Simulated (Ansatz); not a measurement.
Correlation energies of `C[S][Zn][F]` by basis set

```json
{"atom": "C1", "x (Å)": "-0.560", "y (Å)": "1.011", "z (Å)": "-0.061"}
{"atom": "S2", "x (Å)": "0.614", "y (Å)": "0.134", "z (Å)": "-1.148"}
{"atom": "Zn3", "x (Å)": "1.005", "y (Å)": "-1.658", "z (Å)": "-0.044"}
{"atom": "F4", "x (Å)": "1.338", "y (Å)": "-3.129", "z (Å)": "0.843"}
{"atom": "H5", "x (Å)": "-0.117", "y (Å)": "1.252", "z (Å)": "0.903"}
{"atom": "H6", "x (Å)": "-0.800", "y (Å)": "1.942", "z (Å)": "-0.574"}
{"atom": "H7", "x (Å)": "-1.480", "y (Å)": "0.447", "z (Å)": "0.080"}
```

The species carries charge 0 and has multiplicity 1. For Zn the d shell is correlated and the shells below it are frozen. Scalar relativity is left out up to krypton. All single points use the PBE0-D4/def2-TZVP geometry. It is one conformer, not always the lowest. Frozen core, restricted reference, Ansatz.

| basis | HF (Eh) | MP2 corr. | CCSD corr. | (T) | CCSD(T) total |
| --- | --- | --- | --- | --- | --- |
| def2-SVP | -2313.95984 | -0.75907 | -0.76764 | -0.01876 | -2314.74624 |
| def2-TZVPP | -2314.51962 | -1.10633 | -1.08473 | -0.03779 | -2315.64214 |
| def2-QZVPP | -2314.58145 | -1.19549 | – | – | – |
